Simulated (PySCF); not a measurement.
C5H12O3Si, SMILES CO[Si](C=C)(OC)OC.

Geometry optimised at B3LYP-D3(BJ)/def2-SVP. The isomer is the one that the SMILES or the coordinates give; other isomers of the formula were not compared. Other conformers were not sampled.

Computed with TDDFT-PBE/def2-SVP in PySCF 2.14.0.

Vertical excitations. 

Computed UV-visible absorptions:
| state | energy (eV) | λ (nm) | f | main pairs |
|---|---|---|---|---|
| S1 | 4.99 | 249 | 0.006 | HOMO→LUMO 70 %, HOMO−1→LUMO 25 % |
| S2 | 5.15 | 241 | 0.026 | HOMO−1→LUMO 71 %, HOMO→LUMO 20 % |
| S3 | 5.29 | 235 | 0.006 | HOMO−2→LUMO 97 % |
| S4 | 5.70 | 217 | 0.005 | HOMO−4→LUMO 75 %, HOMO−3→LUMO 18 % |
| S5 | 5.77 | 215 | 0.017 | HOMO−5→LUMO 53 %, HOMO−3→LUMO 24 %, HOMO−4→LUMO 20 % |
| S6 | 6.23 | 199 | 0.019 | HOMO−6→LUMO 84 % |
| S7 | 7.04 | 176 | 0.000 | HOMO−7→LUMO 98 % |
| S8 | 7.13 | 174 | 0.001 | HOMO→LUMO+1 97 % |
| S9 | 7.24 | 171 | 0.011 | HOMO−1→LUMO+1 96 % |
| S10 | 7.42 | 167 | 0.098 | HOMO−2→LUMO+1 58 %, HOMO−3→LUMO 12 %, HOMO−5→LUMO 10 % |
| T1 | 4.25 | 291 | 0 | HOMO→LUMO 40 %, HOMO−3→LUMO 40 %, HOMO−5→LUMO 11 % |
| T2 | 4.93 | 251 | 0 | HOMO−1→LUMO 90 % |
| T3 | 5.01 | 247 | 0 | HOMO→LUMO 54 %, HOMO−3→LUMO 36 % |
| T4 | 5.15 | 241 | 0 | HOMO−2→LUMO 89 % |
Triplets are in the Tamm–Dancoff approximation, which puts them higher than full response would, so one can lie above its singlet here.
